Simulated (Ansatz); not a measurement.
Gas-phase electronic energies from Ansatz, PBE0-D4/def2-TZVP geometries. CCSD(T)/CBS adds triple-zeta CCSD(T) − MP2 to the extrapolated MP2 energy (def2 sets, frozen cores). Functionals use def2-TZVPP. Elements past krypton have def2 core potentials. For Sn outer-core shells are correlated without core-valence functions, which leaves a few kJ/mol of doubt a bond. Each species was taken in one conformer, which may not be the lowest.

Consider the stannylene formation by 1,1-elimination: `C=[CH][Sn]([F])([F])[F]` → `[F][Sn][F]` + `C=CF`.

```
             level  ΔE (kJ/mol)  difference from CCSD(T)/CBS
         revPBE-D4         32.3                        -38.1
        r2SCANh-D4         57.0                        -13.4
            B2PLYP         40.5                        -29.9
               PBE         25.0                        -45.4
           r2SCANh         54.4                        -16.0
RPA@PBE/def2-TZVPP         56.5                        -13.9
     CCSD/def2-SVP         54.7                        -15.7
SCS-MP2/def2-TZVPP         61.9                         -8.5
      HF/CBS(def2)         55.6                        -14.8
    CCSD/CBS(def2)         65.9                         -4.5
       CCSD(T)/CBS         70.4                            0
```

Problem. What do rigid-rotor, harmonic-oscillator terms from PBE0-D4/def2-TZVP frequencies (298.15 K, 1 bar) make of the CCSD(T)/CBS value? (Estimate.)

Solution. Computed: ΔZPE = -1.9 kJ/mol, ΔH = +67.9 kJ/mol, ΔS = 148 J/(mol·K), ΔG = +23.8 kJ/mol.

Largest T1 diagnostic among the species: 0.017.

From PBE to PBE0 (25 % exact exchange), in def2-TZVPP and without D4, ΔE moves by +17.4 kJ/mol. The D4 term adds +14.3 kJ/mol with B3LYP and +7.8 kJ/mol with PBE0; it sums over pairs of atoms, weighted by their polarisabilities, and B3LYP, whose exchange is more repulsive, gets the larger term.

B3LYP here is the variant with VWN-RPA as its local correlation; programs differ in this.
